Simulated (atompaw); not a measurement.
**How hard is this W PAW (atompaw) potential?**

W (Z = 74), PAW, made with atompaw 4.2.0.5 (PBE, scalar-relativistic). Core [Xe] 4f14, reference 5d4 6s1.5 6p0 (charge +0.5). Waves: 6s (bound): rc 3.00 bohr; 6s channel at 0.15 Ry: rc 3.00 bohr; 6p (bound, empty): rc 3.00 bohr; 6p channel at 0.1 Ry: rc 3.00 bohr; 5d (bound): rc 3.00 bohr; 5d channel at 2.6 Ry: rc 1.55 bohr. Local part: troulliermartins scheme with l = 3 at 0.5 Ry, radius 2.45 bohr. Core correction: smooth core density matched at 2.80 bohr. Augmentation charge: besselshape compensation charge, radius 2.85 bohr; PAW radius 3.00 bohr; waves and projectors: custom rrkj gramschmidtortho.

The pseudo-atom Hamiltonian at the reference potential is diagonalised in spherical Bessel functions j_l(qr) that vanish at 20 bohr, with q² up to the cutoff. All-electron valence levels (Ry): 6s -0.6509, 6p -0.2918, 5d -0.5862.

Problem. How do the lowest levels (Ry) of each channel move with the cutoff, and are there ghosts?

Solution.

```tsv
cutoff (Ry)	s #1	s #2	p #1	p #2	d #1	f #1	Σ f·Δε (mRy)
8	-0.6509	-0.1104	-0.2918	-0.0428	-0.5772	0.0299	36.2
10	-0.8999	-0.6509	-0.2918	-0.0428	-0.5849	0.0299	5.6
12	-1.4106	-0.6509	-0.2918	-0.0428	-0.5860	0.0299	1.0
15	-1.6760	-0.6510	-0.2918	-0.0428	-0.5860	0.0299	0.9
18	-1.8248	-0.6510	-0.2918	-0.0428	-0.5862	0.0299	0.3
21	-1.8525	-0.6510	-0.2918	-0.0428	-0.5862	0.0299	0.1
400	-1.8652	-0.6510	-0.2918	-0.0428	-0.5862	0.0299	0.0
```

Result: ghost state, extra bound levels that the all-electron valence spectrum of the same l lacks: s at -25.4 eV (a true bound ghost makes a file unfit for plane-wave use); 10 mRy is reached at 10 Ry and 1 mRy at 15 Ry.
